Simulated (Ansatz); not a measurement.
## A relaxation, step by step

BH₄SO₂F, closed shell, PBE0-D4/def2-TZVP (Ansatz 0.2.0). Settings:

```yaml
hamiltonian: {xc: pbe0, dispersion: d4}
relax: {f_tol: 0.005, max_steps: 200}
```

Start, a step off a saddle point along its unstable mode:

B1  (-0.189, -0.301, 0.239)
F2  (0.173, 1.591, -0.433)
O3  (-1.547, -0.234, 0.408)
O4  (0.628, -0.398, 1.324)
H5  (0.411, 1.110, -0.938)
S6  (0.606, -0.719, -1.471)
H7  (-2.067, 0.172, -0.294)
H8  (0.130, -0.433, 2.136)
H9  (1.855, -0.788, -0.971)
(Å)

```
               step  energy less the last (meV)  largest force component (eV/Å)
                  1                      2738.1                          16.832
                  3                       317.1                           0.595
                  5                       140.0                           1.120
                  7                        91.4                           1.004
                  9                        76.5                           0.709
                 11                        65.0                           0.243
                 13                        61.4                           0.049
                 15                        59.2                           0.152
                 17                        56.8                           0.050
19 (rejected trial)                        55.0                           0.628
                 21                        47.3                           0.203
                 23                        29.8                           0.351
                 25                         7.9                           0.287
                 27                         3.1                           0.086
                 29                         0.3                           0.052
                 31                         0.0                           0.014
                 33                         0.0                           0.005
```

Step 5, positions (Å) and forces (eV/Å):

```tsv
atom	x	y	z	Fx	Fy	Fz
B1	-0.216	-0.522	0.283	-0.026	-0.181	-0.069
F2	0.241	2.183	-0.522	0.332	-1.043	-0.742
O3	-1.542	-0.279	0.441	0.052	0.090	-0.105
O4	0.610	-0.622	1.348	-0.170	0.084	0.215
H5	0.472	1.382	-1.010	-0.285	1.120	0.642
S6	0.519	-0.789	-1.401	0.077	0.096	0.188
H7	-2.024	-0.055	-0.359	0.034	-0.080	0.097
H8	0.161	-0.363	2.165	0.130	-0.105	-0.164
H9	1.779	-0.935	-0.944	-0.144	0.019	-0.062
```

Step 11, positions (Å) and forces (eV/Å):

```json
{"atom": "B1", "x": "-0.231", "y": "-0.585", "z": "0.381", "Fx": "-0.035", "Fy": "0.029", "Fz": "-0.071"}
{"atom": "F2", "x": "0.359", "y": "2.469", "z": "-1.017", "Fx": "0.031", "Fy": "-0.232", "Fz": "-0.076"}
{"atom": "O3", "x": "-1.553", "y": "-0.320", "z": "0.541", "Fx": "0.028", "Fy": "0.001", "Fz": "0.012"}
{"atom": "O4", "x": "0.561", "y": "-0.826", "z": "1.449", "Fx": "-0.043", "Fy": "0.002", "Fz": "0.089"}
{"atom": "H5", "x": "0.516", "y": "1.563", "z": "-1.222", "Fx": "-0.033", "Fy": "0.243", "Fz": "0.073"}
{"atom": "S6", "x": "0.528", "y": "-0.634", "z": "-1.300", "Fx": "-0.022", "Fy": "-0.011", "Fz": "0.010"}
{"atom": "H7", "x": "-2.038", "y": "-0.093", "z": "-0.254", "Fx": "0.006", "Fy": "-0.005", "Fz": "0.004"}
{"atom": "H8", "x": "0.082", "y": "-0.733", "z": "2.280", "Fx": "0.045", "Fy": "-0.025", "Fz": "-0.043"}
{"atom": "H9", "x": "1.777", "y": "-0.840", "z": "-0.858", "Fx": "0.024", "Fy": "-0.002", "Fz": "0.002"}
```

Step 21, positions (Å) and forces (eV/Å):

```
atom       x       y       z      Fx      Fy      Fz
  B1  -0.171  -0.593   0.413  -0.024   0.023  -0.002
  F2  -0.058   2.388  -1.241   0.088  -0.203  -0.002
  O3  -1.439  -0.129   0.539  -0.003   0.034  -0.081
  O4   0.503  -1.076   1.483  -0.035   0.005  -0.012
  H5   0.406   1.570  -1.294  -0.114   0.183  -0.006
  S6   0.673  -0.606  -1.228   0.021   0.010   0.012
  H7  -1.801   0.325  -0.228   0.069  -0.039   0.097
  H8  -0.006  -0.997   2.296   0.003  -0.005  -0.007
  H9   1.893  -0.880  -0.741  -0.007  -0.008   0.001
```

Last step (33):

```xyz
9
angstrom
B -0.1005 -0.5638 0.4411
F -0.5403 2.1057 -1.3852
O -1.2494 0.1360 0.5703
O 0.3805 -1.3249 1.4526
H 0.2036 1.5329 -1.4418
S 0.8460 -0.5405 -1.1495
H -1.4044 0.7963 -0.1167
H -0.1607 -1.2494 2.2450
H 2.0252 -0.8924 -0.6158
```

Hardware: 4 CPU threads of an Intel Xeon Platinum 8488C, shared host. Wall time about 53 s.
